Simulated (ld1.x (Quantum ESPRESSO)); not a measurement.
PBE RRKJ dataset for Br (Z = 35), scalar-relativistic all-electron reference.

Br, norm-conserving RRKJ (Kleinman–Bylander form), made with ld1.x (Quantum ESPRESSO) 7.5 (PBE, scalar-relativistic). Core [Ne], reference 3s2 3p6 3d10 4s2 4p4 (charge +1). Waves: 3s (bound): rc 0.90 bohr; 3p (bound): rc 0.60 bohr; 3d (bound): rc 1.15 bohr. Local part: all-electron potential smoothed inside 0.65 bohr (lloc = -1). Core correction: none. rho0 = 0.02.

Occupied shells without a wave of their own: 4p, 4s. They enter only through the test configuration that unscreens the potential.

All-electron outer shells of the reference configuration (PBE, scalar-relativistic, ld1.x):

```json
{"shell": "2p", "level (eV)": "-1539.85", "outermost node (bohr)": "–", "outermost maximum (bohr)": "0.13"}
{"shell": "3s", "level (eV)": "-249.29", "outermost node (bohr)": "0.23", "outermost maximum (bohr)": "0.48"}
{"shell": "3p", "level (eV)": "-184.71", "outermost node (bohr)": "0.21", "outermost maximum (bohr)": "0.48"}
{"shell": "3d", "level (eV)": "-77.92", "outermost node (bohr)": "–", "outermost maximum (bohr)": "0.43"}
{"shell": "4s", "level (eV)": "-30.40", "outermost node (bohr)": "0.67", "outermost maximum (bohr)": "1.41"}
{"shell": "4p", "level (eV)": "-17.47", "outermost node (bohr)": "0.70", "outermost maximum (bohr)": "1.62"}
```

(1) Estimate the cutoffs (Ry, on a coarse ladder) from which the occupation-weighted sum of valence levels, in a spherical-Bessel basis at the reference potential, stays within 10 and 1 mRy of its value at 400 Ry.

(2) What does a ghost test show?

(3) Tests: 3s2 3p6 3d10 4s2 4p5; 3s2 3p6 3d10 4s2 4p3; 3s2 3p6 3d10 4s2 4p2; 3s2 3p6 3d10 4s2 4p1; 3s2 3p6 3d9 4s2 4p6; 3s2 3p5 3d10 4s2 4p5; 3s2 3p6 3d10 4s1 4p6. Which has the largest error in its energy relative to the reference configuration, and how large is it?

## Answers

(1) over 300 Ry and over 300 Ry.

(2) No extra level below or beside the all-electron valence levels (s, p, d, f tested).

(3) 3s2 3p6 3d9 4s2 4p6, with +720 meV (all-electron minus pseudo) on +51.76 eV.
